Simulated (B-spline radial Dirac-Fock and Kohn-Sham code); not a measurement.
How the settings move the core levels of B⁺

ΔSCF core binding energies without Breit or QED terms, calculated with a radial B-spline solver. Keys: rel is the Hamiltonian (dirac, or spin-free x2c and nr, where L3 and M5 stand for the whole 2p and 3d shells), method is hf or an exchange,correlation pair (spin-unpolarised, also for the hole states), nuc the nuclear model, radius_factor scales its radius, rmax is the box in bohr, h the logarithmic mesh step, order the B-spline order, points the quadrature points per cell, c_factor scales the speed of light, and damp, ndamp, maxit and tol steer the iteration. The run stops when the commutator error falls below 10·tol·max(1, Z/10), or the numerical noise floor, and the energy has settled to about 1e-8 Ha; the virial ratio is −V/T.

Base input:

```json
{"items": [{"Z": 5, "q": 1, "cfg": [[1, 0, 2], [2, 0, 2]], "A": 11, "rrms": 2.406, "do": "settings", "holes": ["K", "L3", "M5"],
  "settings": [{"rel": "dirac", "method": "hf", "nuc": "fermi", "radius_factor": 1.0, "rmax": 45.0, "h": 0.3, "order": 8, "points": 10, "c_factor": 1.0, "maxit": 60, "damp": 0.5, "ndamp": 3, "tol": 1e-08}]}]}
```

The ground state converged in 8 iterations, with total energy -24.24516 Ha, virial ratio 1.99937 and highest orbital energy -23.78 eV. ΔSCF binding energies: K (1s) 217.7 eV. Holes are computed only in closed shells, and unreliable hole states are left out.

Changes from the base run:

```tsv
changed setting	Δ total energy (Ha)	Δ K (eV)	iterations
h = 0.12	0.00000	0.00	8
damp = 0.0	0.00000	0.00	7
nuc = "gauss"; rmax = 25.0; order = 6	0.00000	0.00	9
nuc = "gauss"; rmax = 25.0; tol = 1e-06	0.00000	0.00	8
radius_factor = 0.8	?	?	?
rmax = 25.0	0.00000	0.00	8
tol = 1e-06	0.00000	0.00	8
```

Question: What does the change radius_factor = 0.8 do?

Answer: The total energy moves by 0.00000 Ha and the binding energies by K 0.00 eV; the run takes 8 iterations.
